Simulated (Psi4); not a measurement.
C4H3O, doublet, geometry from GFN2-xTB, with bond 8-5 at 1.6 times its length. Base run: Psi4 1.11 with PBE/STO-3G.

The Psi4 input:
```
memory 2 GB

molecule mol {
0 2
  O     0.003210    0.037124    1.100777
  C    -0.004705    1.132784    0.306132
  C     0.006077   -1.038904    0.290733
  C    -0.006685    0.732466   -0.983357
  C     0.000199   -0.672687   -1.022982
  H    -0.008057    2.094604    0.774367
  H     0.012330   -2.003975    0.757835
  H     0.001044   -1.691712   -2.396718
}

set basis sto-3g
set reference uks

energy('pbe')
print_variables()
```

The base run was repeated with changes; each row names its change, and settings that it needs were set with it.

| change | ΔE vs base (mEh) | SCF cycles | grid points | basis functions |
|---|---|---|---|---|
| base | 0.000 | 12 | 169150 | 28 |
| cholesky_tolerance = 1e-3 (with scf_type cd) | -3.273 | 12 | 169150 | 28 |
| dft_spherical_points = 194 | 0.023 | 12 | 108746 | 28 |
| df_basis_scf = cc-pvtz-jkfit | 1.444 | 12 | 169150 | 28 |
| damping_percentage = 20 | 0.001 | 20 | 169150 | 28 |
| scf_type = dfdirj+link | 0.000 | 12 | 169150 | 28 |
| guess = gwh | 0.000 | 14 | 169150 | 28 |
| dft_radial_points = 150 | 0.000 | 12 | 335875 | 28 |
| d_convergence = 1e-4 | 0.000 | 10 | 169150 | 28 |
| ints_tolerance = 1e-8 | 0.000 | 12 | 169150 | 28 |
| dft_spherical_points = 434 | 0.001 | 12 | 242977 | 28 |
| scf_type = cd | 1.310 | 12 | 169150 | 28 |
| soscf = true | 0.000 | 8 | 169150 | 28 |

Open shells are given as the SCF converged; they aren't shown to be the lowest states, and a large step between rows can be another state.
